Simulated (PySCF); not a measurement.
A structure optimised at PBE-D3(BJ)/def2-SVP, used in a PySCF frequency run:

```
O
C 1 1.4271
H 2 1.1167 1 110.14
H 2 1.1167 3 106.75 1 119.56
C 2 1.5184 3 110.27 4 119.80
H 5 1.1082 2 110.52 3 61.38
H 5 1.1082 6 108.08 2 -121.05
H 5 1.1086 6 108.50 7 -117.46
Si 1 1.6849 2 122.82 3 58.74
H 9 1.5105 1 111.55 2 -60.19
H 9 1.5105 10 107.62 1 -122.66
Si 9 2.3456 10 110.14 11 -120.09
H 12 1.5032 9 112.65 10 -58.93
H 12 1.5032 13 108.83 9 125.67
Cl 12 2.0972 13 108.61 14 118.07
```
Charge 0, spin multiplicity 1.

Question: Write its SMILES, formula and point group.

Answer: CCO[SiH2][SiH2]Cl, C₂H₉ClOSi₂, Cs

Question: What are its rotational constants (standard atomic weights)?

Answer: 7.0516, 0.57904, 0.54580 GHz
